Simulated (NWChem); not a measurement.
System: HSO3 anion

Here is an NWChem input.

```
start job
memory heap 200 mb stack 700 mb global 900 mb
charge -1
geometry units angstroms noautoz
  O      1.388240     0.280535     0.244003
  S      0.011606     0.183620    -0.402082
  O     -1.017255     1.007928     0.335458
  O     -0.403948    -1.504584     0.067778
  H      0.263780    -1.679806     0.749432
end
basis spherical
  * library aug-cc-pvtz
end
dft
  xc b3lyp
  iterations 150
  semidirect filesize 400000000
  mulliken
end
task dft energy
```

Parts of the log:

```
             Northwest Computational Chemistry Package (NWChem) 7.3.0
             --------------------------------------------------------

 C1  symmetry detected

                             Geometry "geometry" -> ""
                             -------------------------

 Output coordinates in angstroms (scale by  1.889725989 to convert to a.u.)

  No.       Tag          Charge          X              Y              Z
 ---- ---------------- ---------- -------------- -------------- --------------
    1 O                    8.0000     1.40544912     0.14682422     0.26228469
    2 S                   16.0000     0.03093483     0.18285341    -0.39448914
    3 O                    8.0000    -0.90729182     1.13305318     0.31180756
    4 O                    8.0000    -0.56891257    -1.43733950     0.11408170
    5 H                    1.0000     0.07108488    -1.66595776     0.80643462

 Effective nuclear repulsion energy (a.u.)     178.1894729368

                                 NWChem DFT Module
                                 -----------------

 Summary of "ao basis" -> "ao basis" (spherical)
 ------------------------------------------------------------------------------
       Tag                 Description            Shells   Functions and Types
 ---------------- ------------------------------  ------  ---------------------
 O                        aug-cc-pvtz               14       46   5s4p3d2f
 S                        aug-cc-pvtz               16       50   6s5p3d2f
 H                        aug-cc-pvtz                9       23   4s3p2d

            General Information
            -------------------
          SCF calculation type: DFT
          Wavefunction type:  closed shell.
          No. of atoms     :     5
          No. of electrons :    42
           Alpha electrons :    21
            Beta electrons :    21
          Charge           :    -1
          Spin multiplicity:     1
          Use of symmetry is: off; symmetry adaption is: off
          Maximum number of iterations: 150
          AO basis - number of functions:   211
                     number of shells:    67
          Convergence on energy requested:  1.00D-06
          Convergence on density requested:  1.00D-05
          Convergence on gradient requested:  5.00D-04

              XC Information
              --------------
                         B3LYP Method XC Potential
                     Hartree-Fock (Exact) Exchange  0.200
                        Slater Exchange Functional  0.800 local
                    Becke 1988 Exchange Functional  0.720 non-local
              Lee-Yang-Parr Correlation Functional  0.810
                  VWN I RPA Correlation Functional  0.190 local

             Grid Information
             ----------------
          Grid used for XC integration:  medium
          Radial quadrature: Mura-Knowles
          Angular quadrature: Lebedev.
          Tag              B.-S. Rad. Rad. Pts. Rad. Cut. Ang. Pts.
          ---              ---------- --------- --------- ---------
          O                   0.60       49          13.0       434
          S                   1.00       88          13.0       590
          H                   0.35       45          13.0       434
          Grid pruning is: on
          Number of quadrature shells:   280
          Spatial weights used:  Erf1

      Superposition of Atomic Density Guess
      -------------------------------------

 Sum of atomic energies:        -622.33069351

 Renormalizing density from      41.00 to     42

      Non-variational initial energy
      ------------------------------

 Total energy =    -632.363092
 1-e energy   =   -1243.924144
 2-e energy   =     433.371579
 HOMO         =       0.059082
 LUMO         =       0.154450

------------------------------------------------------------
EAF file 0: "./job.aoints.0" size=1538260992 bytes
------------------------------------------------------------
               write      read    awrite     aread      wait
               -----      ----    ------     -----      ----
     calls:     2934         0         0         0         0
   data(b): 1.54e+09  0.00e+00  0.00e+00  0.00e+00
   time(s): 0.00e+00  0.00e+00  0.00e+00  0.00e+00  0.00e+00
rate(mb/s): 0.00e+00  0.00e+00
------------------------------------------------------------

     ---------------------------------------------
      Total Density - Mulliken Population Analysis
     ---------------------------------------------

    Atom       Charge   Shell Charges
 -----------   ------   -------------------------------------------------------
    1 O    8     9.04   1.94  1.03  0.23  0.64  0.01  1.24  2.25  1.53  0.13  0.00  0.01  0.01  0.00  0.00
    2 S   16    14.43   2.00  1.82  0.97  0.17  0.66  0.24  5.66  1.51  0.59  0.44  0.00  0.22  0.12  0.01  0.05 -0.02
    3 O    8     8.98   1.94  1.03  0.23  0.64 -0.03  1.25  2.25  1.52  0.12  0.00  0.01  0.01  0.00  0.00
    4 O    8     8.67   1.94  1.02  0.23  0.62 -0.05  1.21  2.18  1.39  0.11  0.00  0.01  0.01  0.00  0.00
    5 H    1     0.87   0.22  0.34  0.12  0.09  0.02  0.05  0.03  0.01  0.01

[...]
```

Level: B3LYP/aug-cc-pVTZ. Coordinates come from a B3LYP/def2-SVPD optimisation.
